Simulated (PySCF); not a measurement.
Isomers of C3H10N2Si, mass 102.061 u with the commonest isotopes. Computed with PySCF 2.14.0, PBE0-D3(BJ)/def2-SVP geometry optimisation, gas phase. One conformer each, none proved a minimum here; rigid rotors.

Question: Order these by rotational constant C, smallest first.
A. `[CH3:1][C@H:2]1[CH2:3][NH:4][SiH2:5][NH:6]1` with C1–C2–C3–N4 161°, C2–C3–N4–Si5 -31°, C3–N4–Si5–N6 12°, N4–Si5–N6–C2 12°
B. `[CH2:1]=[N:2][SiH2:3][N:4]([CH3:5])[CH3:6]` with C1–N2–Si3–N4 -130°, N2–Si3–N4–C5 -49°
C. `[NH2:1][SiH2:2][NH:3][CH:4]1[CH2:5][CH2:6]1` with H–N1–Si2–N3 150° and -62°, N1–Si2–N3–C4 150°, Si2–N3–C4–C5 115°

Answer: C (1278 MHz), B (1447 MHz), A (1766 MHz).

Question: Order these by rotational constant B, smallest first.
A. `[CH2:1]=[N:2][SiH2:3][N:4]([CH3:5])[CH3:6]` with C1–N2–Si3–N4 -130°, N2–Si3–N4–C5 -49°
B. `[NH2:1][SiH2:2][NH:3][CH:4]1[CH2:5][CH2:6]1` with H–N1–Si2–N3 150° and -62°, N1–Si2–N3–C4 150°, Si2–N3–C4–C5 115°
C. `[CH3:1][C@H:2]1[CH2:3][NH:4][SiH2:5][NH:6]1` with C1–C2–C3–N4 161°, C2–C3–N4–Si5 -31°, C3–N4–Si5–N6 12°, N4–Si5–N6–C2 12°

Answer: B (1368 MHz), A (1646 MHz), C (2332 MHz).

Question: Order these by radius of gyration √(Σ m r²/M), largest first.
A. `[CH2:1]=[N:2][SiH2:3][N:4]([CH3:5])[CH3:6]` with C1–N2–Si3–N4 -130°, N2–Si3–N4–C5 -49°
B. `[CH3:1][C@H:2]1[CH2:3][NH:4][SiH2:5][NH:6]1` with C1–C2–C3–N4 161°, C2–C3–N4–Si5 -31°, C3–N4–Si5–N6 12°, N4–Si5–N6–C2 12°
C. `[NH2:1][SiH2:2][NH:3][CH:4]1[CH2:5][CH2:6]1` with H–N1–Si2–N3 150° and -62°, N1–Si2–N3–C4 150°, Si2–N3–C4–C5 115°

Answer: C (2.006 Å), A (1.913 Å), B (1.706 Å).

```csv
SMILES,point group,Ia (u·Å²),Ib (u·Å²),Ic (u·Å²),κ,μa (D),μb (D),μc (D)
C[C@H]1CN[SiH2]N1,C1,91.47,216.69,286.10,-0.70,0.72,0.34,0.07
N[SiH2]NC1CC1,C1,56.69,369.33,395.46,-0.98,0.65,0.99,0.46
C=N[SiH2]N(C)C,C1,90.45,307.02,349.27,-0.90,0.01,0.50,0.76
```
